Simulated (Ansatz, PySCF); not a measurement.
This PySCF input computes a SVWN5/def2-TZVPD energy:

```python
from pyscf import gto, scf, dft

mol = gto.M(
    atom='''
    Si   -0.00000000   -0.00000000   -0.10196874
    H     0.00000000    0.00000000    1.42756239
    ''',
    basis='def2-tzvpd',
    charge=0,
    spin=1,
    symmetry='C2v',
    verbose=4,
)

mf = dft.UKS(mol, xc='svwn').density_fit(auxbasis='def2-universal-jkfit')
mf.grids.level = 3
mf.conv_tol = 1e-9
mf.max_cycle = 100
mf.max_memory = 1500
mf.kernel()
if not mf.converged:
    mf = mf.newton()
    mf.kernel(mf.make_rdm1())
mf.analyze()
```

**Question.** Write an input for the same energy in Ansatz (a program for electronic structure) and say what it gives.

**Answer.** 
Ansatz 0.2 input:
```yaml
crystal:
  periodic: [false, false, false]
  atoms:
    - {symbol: Si, position_ang: [-0.00000000, -0.00000000, -0.10196874]}
    - {symbol: H, position_ang: [0.00000000, 0.00000000, 1.42756239]}
basis:
  gaussian:
    orbitals: def2-TZVPD
hamiltonian:
  xc: {name: SVWN5}
magnetization: {spin_polarized: true, initial_magnetization: 1}
output: {forces: true}
```
It gives -288.81399 Eh, and PySCF -288.81402 Eh, a difference of 0.03 mEh, from the treatment of integrals and grids.
